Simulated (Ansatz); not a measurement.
Stretching the S1–S2 bond in H2S2 (SMILES SS) (multiplicity 1 held, fragments rigid). Energies count from the point at 2.072 Å.
Geometry at that point (charge 0, multiplicity 1):
```tsv
atom	x (Å)	y (Å)	z (Å)
S	-0.9122	0.0538	0.4912
S	0.9122	0.0567	-0.4909
H	-1.5359	-0.8839	-0.2489
H	1.5365	-0.8841	0.2447
```

Signs of static correlation in cc-pV(D+d)Z, with CASSCF(6,4), from Ansatz (a quantum-chemistry and plane-wave program) runs.

```csv
R (Å),T1 of restricted CCSD,⟨S²⟩ of UHF,largest double amplitude of restricted CCSD,weight of the CASSCF reference in MRCISD,CASSCF natural occupations
1.658,0.009,0.000,0.029,0.897,2.00 2.00 1.98 0.02
1.865,0.009,0.000,0.039,0.895,2.00 2.00 1.98 0.02
2.072,0.010,0.000,0.065,0.892,2.00 2.00 1.97 0.03
2.279,0.010,0.000,0.105,0.892,2.00 2.00 1.94 0.06
2.486,0.012,…,0.154,0.892,2.00 2.00 1.89 0.11
2.797,0.015,0.778,0.184,0.892,2.00 2.00 1.76 0.24
3.108,0.018,0.927,…,0.892,2.00 2.00 1.58 0.42
3.626,0.022,1.001,0.535,0.893,2.00 2.00 1.31 0.69
4.144,0.023,1.016,0.660,0.893,2.00 2.00 1.14 0.86
4.765,0.021,1.019,0.745,0.893,2.00 2.00 1.04 0.96
5.594,0.019,1.020,0.794,0.893,2.00 2.00 1.01 0.99
6.630,0.019,1.020,0.813,0.893,2.00 2.00 1.00 1.00
```

Fill in the missing entries.


- 2.486, ⟨S²⟩ of UHF: 0.335
- 3.108, largest double amplitude of restricted CCSD: 0.367

Doubts at one or more of the structures used: active orbitals that take no part (SC-NEVPT2 on CASSCF(6,4)/cc-pV(D+d)Z); a restricted determinant that unrestricted orbitals would lower (R-CCSD(T)/cc-pV(D+d)Z); other coupled-cluster roots lie near (R-CCSD(T)/cc-pV(D+d)Z); a spin-contaminated determinant (U-CCSD(T)/cc-pV(D+d)Z); T1 above 0.05 (U-CCSD(T)/cc-pV(D+d)Z).
